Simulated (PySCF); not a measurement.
Computed with CAM-B3LYP-D3(BJ)/def2-TZVP (PySCF 2.14.0). All species are isolated molecules in the gas phase. 

Reference species (SMILES): `B` (neutral, multiplicity 1).

| Property | Result |
|---|---|
| HOMO | -11.46 eV |
| HOMO–LUMO gap | 10.58 eV |

Changed species: `CB` (1 of 3 H replaced by CH3; the reference has 0 of 3 H replaced by CH3).

### Question
What does the change do to the HOMO and HOMO–LUMO gap?

### Answer
the HOMO rises by 0.97 eV, to -10.49 eV; the HOMO–LUMO gap falls by 0.23 eV, to 10.35 eV.
